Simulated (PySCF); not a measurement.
The multiplicity is imposed and other spin states were not computed.

B3LYP has the VWN-RPA correlation part, as in Gaussian. 

[Zn(CH3)(OCH3)] (charge 0, multiplicity 1)

Calculation: B3LYP-D3(BJ)/def2-TZVP // PBE-D3(BJ)/def2-SVP run with PySCF.

```json
{
  "HOMO": "-6.89 eV",
  "dipole_moment": "1.68 D",
  "LUMO": "-0.64 eV",
  "HOMO–LUMO gap": "6.24 eV",
  "charge on the central atom (Mulliken)": "0.47 e",
  "charge on the central atom (meta-Löwdin)": "1.14 e",
  "total_energy": "-52642.39 eV",
  "cost": "about 90 core-seconds (a rough figure)"
}
```

```xyz
10

Zn    -0.3267     0.1039     0.0829
C     -0.8953    -1.5616     0.8668
H     -1.7040    -2.0255     0.2667
H     -1.2811    -1.3967     1.8933
H     -0.0535    -2.2807     0.9252
O      0.2607     1.7018    -0.4721
C      0.1875     2.2026    -1.7752
H      0.7514     1.5959    -2.5305
H      0.6314     3.2264    -1.8083
H     -0.8574     2.3053    -2.1678
```
Charge 0, spin multiplicity 1.
